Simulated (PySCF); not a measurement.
**Shifts of the heteroatoms**

Molfile (atoms numbered from 1):
```
C5H8N2OSi
     RDKit          3D

 17 17  0  0  0  0  0  0  0  0999 V2000
    3.6010    1.1374   -1.2052 N   0  0  0  0  0  0  0  0  0  0  0  0
    2.8364    0.5465   -0.5920 C   0  0  0  0  0  0  0  0  0  0  0  0
    1.8544   -0.1771    0.1625 C   0  0  1  0  0  0  0  0  0  0  0  0
    0.8350    0.7931    0.8134 C   0  0  0  0  0  0  0  0  0  0  0  0
   -0.4919    0.2937   -0.4688 Si  0  0  2  0  0  4  0  0  0  0  0  0
   -2.1170   -0.4251    0.2545 C   0  0  0  0  0  0  0  0  0  0  0  0
   -3.2794    0.0060   -0.2785 N   0  0  0  0  0  0  0  0  0  0  0  0
   -2.0864   -1.2360    1.1589 O   0  0  0  0  0  0  0  0  0  0  0  0
    0.9088   -0.9711   -0.7749 C   0  0  0  0  0  0  0  0  0  0  0  0
    2.3765   -0.8085    0.8863 H   0  0  0  0  0  0  0  0  0  0  0  0
    0.6079    0.4987    1.8357 H   0  0  0  0  0  0  0  0  0  0  0  0
    1.1703    1.8277    0.8282 H   0  0  0  0  0  0  0  0  0  0  0  0
   -0.7689    1.2535   -1.5452 H   0  0  0  0  0  0  0  0  0  0  0  0
   -4.1518   -0.3549    0.0793 H   0  0  0  0  0  0  0  0  0  0  0  0
   -3.3061    0.6731   -1.0270 H   0  0  0  0  0  0  0  0  0  0  0  0
    1.2934   -1.0778   -1.7865 H   0  0  0  0  0  0  0  0  0  0  0  0
    0.7108   -1.9670   -0.3842 H   0  0  0  0  0  0  0  0  0  0  0  0
  1  2  3  0
  2  3  1  0
  3  4  1  0
  4  5  1  0
  5  6  1  0
  6  7  1  0
  6  8  2  0
  5  9  1  0
  9  3  1  0
  3 10  1  1
  4 11  1  0
  4 12  1  0
  5 13  1  6
  7 14  1  0
  7 15  1  0
  9 16  1  0
  9 17  1  0
M  END
```

Theoretical values (PySCF): shieldings: GIAO PBE0/pcSseg-1, coordinates at the GFN2-xTB level. No relativistic terms, rapidly exchanging positions averaged, isolated molecule, one conformer.

Question: Predict the 29Si NMR data.

Answer: 
| atoms | environment | σ (ppm) | δ (ppm) |
| --- | --- | --- | --- |
| Si5 | silicon bonded to 3 C, H, in a 4-membered ring | 372.2 | -26.0 |

Shieldings were converted by a linear fit to measured shifts: 29Si (scatter 8.9 ppm rms, 25.8 ppm with the 6 outliers that the fit left out vs TMS, solution or neat liquid). Occasional misses reach two or three times the rms, and more in compound classes unlike the fitted ones.

On a 400 MHz spectrometer 29Si resonates near 79.5 MHz, so 1 ppm is 79.5 Hz.

Question: Where does 15N resonate?

Answer: 
```tsv
atoms	environment	σ (ppm)	δ (ppm)
N1	nitrile nitrogen	-32.8	-117.8
N7	amide-type nitrogen	131.8	-269.5
```

Shieldings were converted by a linear fit to measured shifts: 15N (scatter 6.3 ppm rms vs CH3NO2, solution or neat liquid). A few per cent of atoms miss by over 2 rms, more outside the fitted compound classes.

On a 500 MHz spectrometer 15N resonates near 50.7 MHz, so 1 ppm is 50.7 Hz.

Question: What are the 17O shifts?

Answer: 
```json
{"atoms": "O8", "environment": "amide-type carbonyl oxygen", "σ (ppm)": "-143.0", "δ (ppm)": "397.0"}
```

Shieldings were converted by a linear fit to measured shifts: 17O: δ = 266.70 − 0.911σ (rms 10.7 ppm, 155 shifts, 12.2 ppm with the 3 outliers that the fit left out vs liquid water, solution or neat liquid). Occasional misses reach two or three times the rms, and more in compound classes unlike the fitted ones.

On a 400 MHz spectrometer 17O resonates near 54.2 MHz, so 1 ppm is 54.2 Hz.

Hydrogen bonding in solution shields acid and N–H amide carbonyl oxygens by tens of ppm.
